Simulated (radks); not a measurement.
Results of a calculation; reference values are marked as such.
Question: The argon ion Ar3+, [Ne] 3s2 3p3. Level of theory: non-relativistic Kohn-Sham, PBE, spin-polarised, spherical densities, point nucleus (a radial shooting solver on a logarithmic mesh with Libxc functionals). Every spin shell is full or empty, so the densities are truly spherical. Functionals are evaluated on that one density, not self-consistently. Rank these exchange functionals by their error against the exact value of the orbitals, and give that value: LDA, RPBE, PW91, PW86, SOGGA, B86b, APBE, Tao-Mo.

Answer: Exact: -29.0198 hartree. From best to worst, with 100 (|E| - |E exact|)/|E exact| (equal figures are ties): RPBE -0.02, B86b +0.05, PW91 -0.14, Tao-Mo -0.20, PW86 +0.44, APBE +0.55, SOGGA -3.48, LDA -7.80.
